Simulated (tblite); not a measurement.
Run record: tight-binding relaxation, `C/C=C(/C)C(=O)Br`.

Computed with GFN2-xTB geometry optimisation, gas phase (tblite 0.8.0). Start geometry: from a force field or distance geometry. A driver script takes a list of jobs; this job's settings line and coordinates (Å) are shown.

Command:
```bash
OMP_NUM_THREADS=1 python probes_run.py task.json out
```

Input:
```
{"job": {"kind": "relax", "xc": "GFN2-xTB", "basis": "xTB"}, "charge": 0, "multiplicity": 1}
C      1.967100    -0.418400     0.021000
C      0.533900    -0.805000    -0.213700
C     -0.409600     0.072200    -0.023900
C     -1.825400    -0.377300    -0.279600
C     -0.201100     1.450800     0.391100
O      0.916300     1.952800     0.613600
Br    -1.723300     2.580700     0.580000
H      2.036200    -0.198800     1.129900
H      2.267700     0.461500    -0.588200
H      2.569300    -1.313300    -0.212800
H      0.336600    -1.831900    -0.513300
H     -2.252900    -0.672400     0.723500
H     -2.454900     0.403800    -0.725100
H     -1.760500    -1.305200    -0.924800
```

Output:
```
step      E/eV     max force
  0    -609.05834    3.934
  1    -609.23196    4.472
  2    -609.41147    0.987
  3    -609.45143    0.919
  4    -609.48067    0.368
  5    -609.50220    0.295
  6    -609.51429    0.324
  7    -609.52732    0.286
  8    -609.53387    0.185
  9    -609.53811    0.151
... (35 lines left out)
 45    -609.57716    0.029
 46    -609.57726    0.032
 47    -609.57734    0.026
 48    -609.57741    0.021
 49    -609.57747    0.020
 50    -609.57752    0.019
 51    -609.57755    0.017
 52    -609.57758    0.015
 53    -609.57760    0.015
 54    -609.57762    0.010
```

«max force» is the largest atomic force in eV/Å.

Problem. From which step on does the largest force stay under 0.1 eV/Å, and how much energy is left to gain from there?

Solution. From step 35 (0.085 eV/Å), 3.8 meV above the end.

In short: energy lowered by 12.0 kcal/mol over 54 steps; largest atomic force 0.010 eV/Å at the end.

Problem. Where do the atoms end?

Solution. 0.195 Å rms from the input after alignment:
```
atom  x, y, z in Å
C1     2.0227   -0.4558    0.0079
C2     0.5894   -0.7689   -0.2109
C3    -0.4564    0.0591   -0.0206
C4    -1.8630   -0.3769   -0.2860
C5    -0.1894    1.4053    0.4554
O6     0.8495    1.9327    0.6846
Br7   -1.8241    2.5029    0.7659
H8     2.1957   -0.1379    1.0365
H9     2.3302    0.3805   -0.6208
H10    2.6468   -1.3172   -0.2111
H11    0.3682   -1.7691   -0.5618
H12   -2.4621   -0.3274    0.6220
H13   -2.3315    0.2701   -1.0259
H14   -1.8767   -1.3978   -0.6574
```
Labels such as C1 count atoms from 1, the log's own numbers from 0.
